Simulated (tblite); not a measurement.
Record of a relaxation.

CH₈BrPSi₂.
Numbering: `[CH3:1][SiH2:2][Si@H:3]([PH2:4])[Br:5]` (hydrogens: H6, H7, H8 on C1; H9, H10 on Si2; H11 on Si3; H12, H13 on P4)

Computed with GFN2-xTB (tblite), gas phase: L-BFGS steps from a force-field or distance-geometry start until the largest atomic force falls under 0.01 eV/Å. 10 of its 91 geometries are shown.

Step 0: E = -442.8177 eV, largest atomic force 2.529 eV/Å
```
atom  x, y, z in Å  |  force x, y, z in eV/Å
C1     -2.256    0.116   -0.403   -2.402   0.728  -0.314
Si2    -0.658   -0.507    0.229    0.389  -0.868   0.754
Si3     1.122    0.663   -0.484    0.098  -0.045  -0.570
P4      2.841   -0.211    0.583    1.879   0.341   0.543
Br5     0.942    2.851    0.038    0.241  -0.380  -0.202
H6     -2.302    1.226   -0.470    0.083  -0.742  -0.070
H7     -2.552   -0.302   -1.392    0.230   0.367   0.783
H8     -3.058   -0.157    0.334    0.528   0.158  -0.813
H9     -0.620   -0.421    1.701   -0.105  -0.204  -0.032
H10    -0.434   -1.881   -0.250   -0.063  -0.039   0.198
H11     1.329    0.457   -1.936    0.258   0.426   0.301
H12     2.446   -0.311    1.981   -0.051  -0.615  -1.409
H13     3.196   -1.523    0.051   -1.085   0.874   0.830
```

Step 10: E = -443.7328 eV, largest atomic force 0.255 eV/Å
```
atom  x, y, z in Å  |  force x, y, z in eV/Å
C1     -2.325    0.125   -0.387    0.215  -0.048   0.055
Si2    -0.672   -0.554    0.270   -0.251  -0.041  -0.010
Si3     1.225    0.572   -0.463   -0.233   0.058   0.025
P4      3.085   -0.068    0.586    0.181  -0.039   0.050
Br5     1.005    2.761   -0.031    0.028   0.063  -0.008
H6     -2.317    1.204   -0.468    0.051   0.164  -0.012
H7     -2.561   -0.276   -1.365    0.023  -0.035  -0.116
H8     -3.140   -0.136    0.274   -0.093  -0.093   0.107
H9     -0.672   -0.502    1.739   -0.043  -0.063   0.018
H10    -0.485   -1.942   -0.178   -0.073  -0.062   0.081
H11     1.438    0.582   -1.905    0.174   0.036  -0.140
H12     2.426   -0.391    1.758    0.006   0.095   0.071
H13     2.989   -1.374    0.151    0.015  -0.035  -0.121
```

Step 20: E = -443.7635 eV, largest atomic force 0.073 eV/Å
```
atom  x, y, z in Å  |  force x, y, z in eV/Å
C1     -2.323    0.128   -0.386    0.032  -0.008  -0.011
Si2    -0.699   -0.586    0.287   -0.016   0.002  -0.007
Si3     1.198    0.573   -0.471   -0.018  -0.045   0.055
P4      3.086   -0.057    0.558    0.024   0.021  -0.012
Br5     1.019    2.773   -0.046   -0.035  -0.002   0.006
H6     -2.299    1.212   -0.454    0.011   0.009   0.041
H7     -2.543   -0.257   -1.377    0.014   0.002  -0.028
H8     -3.153   -0.145    0.260   -0.003   0.007  -0.015
H9     -0.714   -0.550    1.758    0.004   0.013  -0.017
H10    -0.550   -1.993   -0.119   -0.013   0.017   0.010
H11     1.537    0.615   -1.897   -0.020  -0.011  -0.030
H12     2.459   -0.352    1.755    0.023   0.011   0.021
H13     2.979   -1.361    0.115   -0.003  -0.016  -0.011
```

Step 30: E = -443.7752 eV, largest atomic force 0.116 eV/Å
```
atom  x, y, z in Å  |  force x, y, z in eV/Å
C1     -2.304    0.144   -0.407    0.045  -0.014   0.027
Si2    -0.720   -0.618    0.301    0.008  -0.023   0.037
Si3     1.183    0.536   -0.445   -0.027  -0.099   0.055
P4      3.124   -0.041    0.511    0.006   0.043  -0.032
Br5     0.906    2.725   -0.033   -0.003   0.062   0.021
H6     -2.251    1.230   -0.383   -0.070  -0.013  -0.026
H7     -2.476   -0.166   -1.436    0.021   0.054   0.042
H8     -3.168   -0.162    0.178    0.015   0.028  -0.049
H9     -0.739   -0.532    1.771   -0.023  -0.024  -0.015
H10    -0.626   -2.038   -0.071    0.025   0.028   0.009
H11     1.497    0.578   -1.875   -0.006   0.000  -0.075
H12     2.598   -0.302    1.762   -0.033   0.019   0.005
H13     2.974   -1.353    0.111    0.042  -0.061   0.001
```

Step 40: E = -443.7849 eV, largest atomic force 0.058 eV/Å
```
atom  x, y, z in Å  |  force x, y, z in eV/Å
C1     -2.282    0.173   -0.417    0.001  -0.017   0.021
Si2    -0.745   -0.641    0.339    0.014   0.007   0.014
Si3     1.162    0.485   -0.435   -0.009  -0.047  -0.028
P4      3.154   -0.029    0.452   -0.004   0.015   0.004
Br5     0.829    2.668   -0.010    0.040   0.039   0.015
H6     -2.257    1.256   -0.323    0.051  -0.023   0.003
H7     -2.374   -0.065   -1.474   -0.006   0.016   0.013
H8     -3.184   -0.171    0.080   -0.021  -0.036  -0.024
H9     -0.796   -0.556    1.807   -0.013  -0.005  -0.022
H10    -0.655   -2.064   -0.025   -0.021   0.042  -0.001
H11     1.429    0.544   -1.879   -0.020  -0.013   0.006
H12     2.679   -0.230    1.734   -0.007   0.010   0.003
H13     3.034   -1.369    0.133   -0.006   0.013  -0.003
```

Step 50: E = -443.7884 eV, largest atomic force 0.062 eV/Å
```
atom  x, y, z in Å  |  force x, y, z in eV/Å
C1     -2.273    0.172   -0.419   -0.002   0.007   0.011
Si2    -0.755   -0.651    0.358    0.021  -0.001  -0.017
Si3     1.151    0.467   -0.434   -0.018  -0.017  -0.029
P4      3.159   -0.013    0.429    0.005  -0.016   0.003
Br5     0.852    2.656    0.004    0.017   0.015  -0.009
H6     -2.243    1.249   -0.280   -0.018   0.030  -0.004
H7     -2.330   -0.020   -1.487    0.015   0.004  -0.009
H8     -3.195   -0.189    0.027   -0.008  -0.024   0.010
H9     -0.828   -0.567    1.825    0.007  -0.002  -0.019
H10    -0.681   -2.069   -0.016    0.004  -0.012   0.006
H11     1.384    0.517   -1.888   -0.016  -0.002   0.060
H12     2.700   -0.190    1.723    0.001   0.003  -0.007
H13     3.054   -1.362    0.141   -0.007   0.016   0.004
```

Step 60: E = -443.7895 eV, largest atomic force 0.028 eV/Å
```
atom  x, y, z in Å  |  force x, y, z in eV/Å
C1     -2.272    0.175   -0.420   -0.012  -0.005  -0.002
Si2    -0.758   -0.656    0.358    0.019   0.018  -0.005
Si3     1.146    0.465   -0.427   -0.003   0.000  -0.028
P4      3.159   -0.010    0.422    0.015  -0.023  -0.003
Br5     0.874    2.659    0.000   -0.003   0.007  -0.005
H6     -2.254    1.250   -0.262   -0.010   0.004   0.006
H7     -2.311    0.001   -1.492    0.001   0.005  -0.005
H8     -3.194   -0.206    0.008   -0.008  -0.005  -0.003
H9     -0.831   -0.572    1.822   -0.002  -0.001   0.024
H10    -0.688   -2.075   -0.011    0.006  -0.010  -0.009
H11     1.362    0.506   -1.881    0.000   0.000   0.017
H12     2.710   -0.175    1.720    0.001  -0.001   0.007
H13     3.052   -1.360    0.145   -0.005   0.010   0.007
```

Step 70: E = -443.7909 eV, largest atomic force 0.018 eV/Å
```
atom  x, y, z in Å  |  force x, y, z in eV/Å
C1     -2.280    0.172   -0.415    0.011  -0.002   0.005
Si2    -0.758   -0.642    0.365    0.002  -0.002  -0.005
Si3     1.148    0.472   -0.425    0.007   0.006  -0.002
P4      3.163   -0.027    0.412    0.001  -0.005   0.001
Br5     0.905    2.676   -0.033   -0.005   0.000   0.009
H6     -2.308    1.239   -0.210    0.002   0.008   0.009
H7     -2.281    0.046   -1.495   -0.002   0.004  -0.016
H8     -3.200   -0.261   -0.035   -0.006  -0.011   0.010
H9     -0.833   -0.576    1.832   -0.002   0.005  -0.008
H10    -0.673   -2.057   -0.022    0.000   0.001   0.007
H11     1.355    0.495   -1.880    0.007  -0.008   0.000
H12     2.737   -0.158    1.722   -0.013   0.007  -0.011
H13     3.022   -1.380    0.166   -0.002  -0.002   0.000
```

Step 80: E = -443.7913 eV, largest atomic force 0.012 eV/Å
```
atom  x, y, z in Å  |  force x, y, z in eV/Å
C1     -2.281    0.171   -0.414    0.005  -0.003   0.004
Si2    -0.754   -0.638    0.363   -0.001   0.005  -0.007
Si3     1.152    0.474   -0.428   -0.004  -0.007  -0.007
P4      3.165   -0.035    0.407    0.000   0.002  -0.005
Br5     0.910    2.678   -0.035    0.001  -0.004   0.001
H6     -2.324    1.233   -0.186    0.001   0.009   0.004
H7     -2.275    0.069   -1.496    0.001   0.001  -0.008
H8     -3.196   -0.283   -0.047   -0.008  -0.005   0.004
H9     -0.836   -0.569    1.829    0.006   0.003   0.003
H10    -0.668   -2.054   -0.020    0.002  -0.009   0.002
H11     1.362    0.487   -1.882   -0.001   0.009  -0.007
H12     2.734   -0.145    1.717   -0.004  -0.003   0.011
H13     3.007   -1.388    0.174   -0.001   0.001   0.006
```

Step 90: E = -443.7916 eV, largest atomic force 0.009 eV/Å
```
atom  x, y, z in Å  |  force x, y, z in eV/Å
C1     -2.284    0.168   -0.412    0.005   0.000   0.004
Si2    -0.750   -0.635    0.356    0.000   0.002  -0.002
Si3     1.155    0.475   -0.441    0.000   0.000   0.003
P4      3.159   -0.042    0.411    0.003   0.001  -0.005
Br5     0.920    2.677   -0.036   -0.002   0.003   0.000
H6     -2.336    1.226   -0.169    0.003   0.008   0.003
H7     -2.279    0.082   -1.495    0.000  -0.007   0.000
H8     -3.194   -0.299   -0.048   -0.005  -0.003  -0.006
H9     -0.823   -0.557    1.822    0.005   0.002   0.002
H10    -0.659   -2.054   -0.017   -0.004  -0.004  -0.004
H11     1.371    0.497   -1.894    0.001   0.001   0.001
H12     2.720   -0.141    1.719   -0.006   0.002   0.001
H13     2.995   -1.396    0.187    0.001  -0.005   0.002
```

Question: Summarise the path.

Answer: The energy falls by 22.46 kcal/mol from step 0 to step 90; nine tenths of that is first reached at step 7. It falls at every step. The largest force goes from 2.529 to 0.009 eV/Å. Among the bonds Si2–Si3 changes most, from 2.247 to 2.344 Å; the atoms move by 0.310 Å rms after alignment.

Question: Follow the three bonds and two angles with the largest change from start to end.

Answer: 
| step | E above end (kcal/mol) | largest force (eV/Å) | Si2–Si3 (Å) | P4–H13 (Å) | P4–H12 (Å) | Si3–P4–H13 (°) | H12–P4–H13 (°) |
| --- | --- | --- | --- | --- | --- | --- | --- |
| 0 | 22.46 | 2.529 | 2.247 | 1.459 | 1.456 | 111.7 | 110.7 |
| 4 | 4.05 | 1.226 | 2.327 | 1.388 | 1.386 | 96.0 | 91.5 |
| 8 | 1.78 | 0.313 | 2.320 | 1.382 | 1.385 | 95.0 | 89.8 |
| 12 | 1.01 | 0.218 | 2.331 | 1.382 | 1.384 | 92.3 | 92.4 |
| 16 | 0.75 | 0.131 | 2.346 | 1.386 | 1.387 | 92.4 | 93.2 |
| 20 | 0.65 | 0.073 | 2.349 | 1.382 | 1.383 | 93.0 | 92.3 |
| 23 | 0.62 | 0.081 | 2.343 | 1.384 | 1.385 | 93.1 | 92.2 |
| 27 | 0.50 | 0.111 | 2.343 | 1.382 | 1.383 | 92.2 | 91.9 |
| 31 | 0.35 | 0.097 | 2.346 | 1.382 | 1.384 | 91.5 | 92.5 |
| 35 | 0.28 | 0.103 | 2.343 | 1.384 | 1.385 | 91.5 | 92.7 |
| 39 | 0.17 | 0.068 | 2.346 | 1.382 | 1.382 | 92.9 | 92.5 |
| 43 | 0.12 | 0.044 | 2.342 | 1.384 | 1.384 | 93.4 | 92.4 |
| 47 | 0.09 | 0.050 | 2.346 | 1.381 | 1.382 | 93.4 | 92.5 |
| 51 | 0.07 | 0.055 | 2.347 | 1.384 | 1.384 | 93.5 | 92.6 |
| 55 | 0.06 | 0.035 | 2.344 | 1.382 | 1.383 | 93.5 | 92.6 |
| 59 | 0.05 | 0.020 | 2.344 | 1.383 | 1.383 | 93.5 | 92.6 |
| 63 | 0.04 | 0.025 | 2.345 | 1.383 | 1.383 | 93.5 | 92.6 |
| 67 | 0.03 | 0.034 | 2.343 | 1.382 | 1.384 | 93.5 | 92.5 |
| 70 | 0.02 | 0.018 | 2.344 | 1.383 | 1.383 | 93.4 | 92.6 |
| 74 | 0.01 | 0.020 | 2.345 | 1.382 | 1.383 | 93.3 | 92.6 |
| 78 | 0.01 | 0.012 | 2.344 | 1.383 | 1.383 | 93.3 | 92.6 |
| 82 | 0.00 | 0.021 | 2.344 | 1.382 | 1.383 | 93.3 | 92.6 |
| 86 | 0.00 | 0.011 | 2.344 | 1.383 | 1.384 | 93.2 | 92.6 |
| 90 | 0.00 | 0.009 | 2.344 | 1.382 | 1.383 | 93.3 | 92.6 |

The cost below is that of the whole relaxation. The run took 1.2 s of wall time on one thread of an Arm Neoverse N1, no GPU (shared host).
